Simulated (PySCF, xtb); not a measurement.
C₃H₆BFO₂, SMILES OB(O)[C@@H]1C[C@@H]1F.

GFN2-xTB in xtb 6.7.1 at its own geometry gives an orbital gap of 6.68 eV and a dipole moment of 2.84 D.

Geometry optimised at B3LYP-D3(BJ)/def2-SVP. The structure was generated by enumeration; whether it is a known compound was not checked. Other conformers were not sampled.

Problem. What does PBE/def2-TZVP in PySCF give? (The exact figures need the calculation; the answer reports its results.)

Solution. gap 6.48 eV (levels -6.65 and -0.17 eV), dipole 2.22 D.
